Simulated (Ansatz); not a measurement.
Born–Oppenheimer molecular dynamics of CH$_{9}$FOSi$_{2}$ (14 atoms, charge 0, multiplicity 1). It starts at the highest image of a converged band. Of that band: Neighbouring images differ by up to 2.2 eV, so the band resolves the path poorly. A vibrational analysis at the climbing image gives one clearly imaginary mode, 980i cm⁻¹: a first-order saddle point.

Level of theory: RKS B3LYP/def2-SVP (Ansatz).

```yaml
ensemble: NVE (velocity Verlet)
time_step: 0.5 fs
steps_asked: 200
starting_velocities_drawn_for: 300 K
seed: 7629
```

First frame:

```xyz
14
Properties=species:S:1:pos:R:3
Si 0.248 1.019 0.593
C 0.732 -1.008 1.154
O -0.825 0.409 -0.553
Si -1.302 -0.093 -2.051
H 1.229 1.710 -0.275
H -0.702 1.703 1.493
H 1.276 0.039 1.729
F 1.565 1.194 2.021
H -0.300 -1.331 1.339
H 1.085 -1.369 0.179
H 1.361 -1.503 1.922
H -0.390 0.431 -3.112
H -2.687 0.386 -2.322
H -1.290 -1.586 -2.116
```

Question: How far do the bonds stretch over the last three quarters of this one trajectory? (Pairs bonded in most of those frames.)

Answer: 
```
   bond  mean (Å)  spread (Å)  shortest  longest
 Si1–O3     1.697       0.056      1.59     1.77
 Si1–H5     1.487       0.006      1.47     1.50
 Si1–H6     1.486       0.018      1.46     1.51
 Si1–F8     1.655       0.071      1.53     1.80
  C2–H7     1.106       0.046      1.03     1.18
  C2–H9     1.100       0.020      1.07     1.13
 C2–H10     1.102       0.027      1.05     1.16
 C2–H11     1.103       0.021      1.07     1.13
 O3–Si4     1.678       0.051      1.55     1.72
Si4–H12     1.503       0.043      1.44     1.57
Si4–H13     1.492       0.008      1.48     1.51
Si4–H14     1.490       0.019      1.46     1.52
```

Pairs bonded in part of these frames only: Si1–Si4 9 %.

Mean temperature of the second half: 1579 K. The conserved energy stayed within 0.2 meV per atom of its start (net change 0.012 meV per atom), so the integration is sound. The kinetic energy rose, since the run started high on the potential surface and went downhill. It ends in pieces (CH4 + FH5OSi2), so much of that is their flight and rotation, not heat. A run of 0.1 ps of so small a system gives no equilibrium averages. The orbitals stay closed-shell, which can raise the energy where a bond breaks towards radicals; this wasn't checked here.

Run time: 9.8 min on 4 threads of Arm Neoverse N1 (shared host), peak memory 0.3 GiB.
